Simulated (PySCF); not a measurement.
Gas-phase reaction: 2 GeH₂ + GeCl₃ → 3 GeHCl + H

Method: PySCF energies (xtb for GFN2) plus ideal-gas RRHO corrections (1 bar). † marks an energy on the PBE0/def2-TZVP geometry and frequencies; other levels use their own. Open shells (unrestricted): GeCl₃ (multiplicity 2), H (multiplicity 2); the rest are closed-shell singlets. GFN2 has no spin-polarisation term. Ge: all electrons, no relativistic terms. GeH₂, GeCl₃, GeHCl: computed as isolated molecules; such fragments, hydroxides, amides, oligomers or adducts are transient or little studied in the gas.

PBE/def2-SVP gives ΔH°(298 K) = 100 kJ.

### Question
What do HF/def2-TZVP†, GFN2-xTB, PBE0/def2-TZVP give?

### Answer
HF/def2-TZVP†: 91 kJ; GFN2-xTB: 70 kJ; PBE0/def2-TZVP: 108 kJ. For scale, ΔH°(298 K) is 100 kJ at this level, 108 kJ at ωB97M-V/def2-TZVP†, and runs from 70 to 126 kJ over the 19 levels computed († marks an energy on the PBE0/def2-TZVP geometry).
